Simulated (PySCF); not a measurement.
C3H9BrOSi.
SMILES with atom numbers: `[CH3:1][C:2]([CH3:3])([Br:4])[SiH2:5][OH:6]` (hydrogens: H7, H8, H9 on C1; H10, H11, H12 on C3; H13, H14 on Si5; H15 on O6)

Level of theory: PBE0-D3(BJ)/def2-SVP geometry optimisation, gas phase (PySCF 2.14.0).

Give the optimised bond lengths and angles.

```
                  bond  length (bohr)
          C1–C2, C2–C3          2.866
                C2–Br4          3.784
                C2–Si5          3.600
                Si5–O6          3.140
C1–H7 and 5 like bonds          2.082
      Si5–H13, Si5–H14          2.821
                O6–H15          1.823
```

Bonds in one row agree within 0.02 bohr and their mean is given. A selection of angles:
```
      angle  degrees
   C2–C1–H7    111.6
   C2–C1–H9    109.0
   H7–C1–H8    108.7
   H7–C1–H9    107.9
   C1–C2–C3    113.0
  C1–C2–Br4    107.6
  C1–C2–Si5    112.2
  C3–C2–Si5    113.1
 Br4–C2–Si5    102.1
  C2–Si5–O6    109.9
 C2–Si5–H13    107.7
 C2–Si5–H14    109.3
 O6–Si5–H13    113.4
 O6–Si5–H14    106.0
H13–Si5–H14    110.4
 Si5–O6–H15    113.7
```

Torsions: C1–C2–Si5–O6 58° (synclinal); H15–O6–Si5–C2 54° (synclinal). The mirror-image conformer, all signs reversed, is as good.

Of the pairs four or more bonds apart, Br4···H15 is among the closest relative to their van der Waals radii: 2.90 Å, 95 % of the sum of Bondi's values. Si5 (oxygen-bound silicon) is distorted tetrahedral (angles from 106.0° to 113.4°).

Point group: C1 (no symmetry element, even within 0.4 Å). No PBE0-D3(BJ)/def2-SVP frequencies stand behind this structure, so it isn't proved a minimum. One conformer, not necessarily the lowest (C1–C2–Si5–O6 58°, C2–Si5–O6–H 54°).

The run took 65 s on Arm Neoverse N1, one thread, shared host with 64 logical CPUs at a one-minute load of 57, and the process peaked at 0.64 GiB of memory. This is the geometry optimisation.
